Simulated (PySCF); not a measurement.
**UHF on Ru³⁺ (ruthenium, charge +3)**

Configuration: [Kr] 4d5, high-spin 6S determinant. Calculation: PySCF 2.14, in x2c-TZVPall; the spin-free X2C one-electron Hamiltonian (Gaussian nucleus).

```
Total energy                        : -4526.234596 hartree
One-electron energy                 : -6191.0860 hartree
Hartree (Coulomb) energy            : 1796.6486 hartree
Exchange energy                     : -131.7971 hartree
⟨S²⟩                                : 8.7508
⟨L²⟩                                : 0.000
Sum of ⟨r⟩                          : 23.98 bohr
Sum of ⟨r²⟩                         : 26.03 bohr²
Langevin diamagnetic susceptibility : -20.6 ×10⁻⁶ cm³/mol
Time after the integrals            : 0.22 s of wall time on 1 thread of Neoverse-V2 (shared host)
```

| shell | electrons | mean orbital energy (hartree) | rms radius, mean of both spins (bohr) |
| --- | --- | --- | --- |
| 1s β | 1 | -818.39450 | 0.0384 |
| 1s α | 1 | -818.39359 | 0.0384 |
| 2s α | 1 | -121.74369 | 0.158 |
| 2s β | 1 | -121.68964 | 0.158 |
| 2p α | 3 | -108.96972 | 0.140 |
| 2p β | 3 | -108.91610 | 0.140 |
| 3s α | 1 | -23.78218 | 0.428 |
| 3s β | 1 | -23.75460 | 0.428 |
| 3p α | 3 | -19.47037 | 0.432 |
| 3p β | 3 | -19.43612 | 0.432 |
| 3d α | 5 | -12.53445 | 0.418 |
| 3d β | 5 | -12.45596 | 0.418 |
| 4s α | 1 | -4.87424 | 1.08 |
| 4s β | 1 | -4.55811 | 1.08 |
| 4p α | 3 | -3.60069 | 1.19 |
| 4p β | 3 | -3.19244 | 1.19 |
| 4d α | 5 | -1.69686 | 1.53 |

Densities and radii are taken from the X2C orbitals without a picture-change correction, which distorts them close to the nucleus.
